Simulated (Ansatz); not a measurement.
Input (CCSDT(Q)/cc-pVTZ; Ansatz, a first-principles code):

Ansatz 0.2 input:
```yaml
crystal:
  periodic: [false, false, false]
  atoms:
    - {symbol: C, position_ang: [1.30797626, -0.11530799, -0.13642293]}
    - {symbol: C, position_ang: [0.12161185, -0.00590488, -0.01561909]}
    - {symbol: O, position_ang: [-1.16888275, 0.18455828, 0.07224284]}
    - {symbol: H, position_ang: [2.35837514, -0.21907017, -0.23917863]}
    - {symbol: H, position_ang: [-1.58484182, -0.53011876, 0.57348801]}
basis:
  gaussian:
    orbitals: cc-pVTZ
magnetization: {spin_polarized: false}
correlation: {method: ccsdt_q, electrons: outside_noble_gas}
```

Output:

```
Functional definition: HF
integrals: 0.28 GiB planned
1472 factors; integrals over basis functions are off by at most 2.3e-7 eV
mean field: 0.38 GiB planned
mean field evaluation 1: about -4126.7461 eV, gradient 2.9e1 eV
mean field evaluation 2: about -4126.7509 eV, gradient 2.9e1 eV
mean field evaluation 4: about -4128.6880 eV, gradient 3.4e0 eV
mean field evaluation 8: about -4128.7251 eV, gradient 4.3e-4 eV
mean field evaluation 16: about -4128.7201 eV, gradient 2.7e-1 eV
mean field -4128.72514064 eV, -151.7278503683 hartree, gradient 1.9e-6 eV, S^2 0.000000; 0 other end points of the search recorded, 0 dependent functions left out
3 core orbitals not correlated
reference -4128.72514064 eV, -151.7278503683 hartree; 8, 8 occupied and 107, 107 virtual orbitals, 1472 factors
second order -14.73518603 eV of doubles, -0.00000000 eV of singles
coupled cluster: 4.77 GiB planned
cycle   1  -14.51246458 eV  change    2.2e-1 eV  update   1.1e-1
cycle   2  -15.25859295 eV  change   -7.5e-1 eV  update   5.7e-2
cycle   3  -15.73321727 eV  change   -4.7e-1 eV  update   2.1e-2
cycle   4  -15.68759699 eV  change    4.6e-2 eV  update   8.7e-3
cycle   5  -15.65104745 eV  change    3.7e-2 eV  update   3.7e-3
cycle   6  -15.65861128 eV  change   -7.6e-3 eV  update   1.6e-3
cycle   7  -15.66448676 eV  change   -5.9e-3 eV  update   6.0e-4
cycle   8  -15.66368299 eV  change    8.0e-4 eV  update   2.3e-4
cycle   9  -15.66317619 eV  change    5.1e-4 eV  update   9.0e-5
cycle  10  -15.66341601 eV  change   -2.4e-4 eV  update   4.5e-5
cycle  11  -15.66326664 eV  change    1.5e-4 eV  update   1.9e-5
cycle  12  -15.66324070 eV  change    2.6e-5 eV  update   6.9e-6
cycle  13  -15.66323702 eV  change    3.7e-6 eV  update   3.2e-6
cycle  14  -15.66323682 eV  change    2.0e-7 eV  update   1.2e-6
cycle  15  -15.66323414 eV  change    2.7e-6 eV  update   4.8e-7
cycle  16  -15.66323424 eV  change   -9.7e-8 eV  update   2.8e-7
perturbative correction -0.04614277 eV, -0.0016957154 hartree
Total energy: -4144.43451765 eV, -152.3051593251 hartree
```
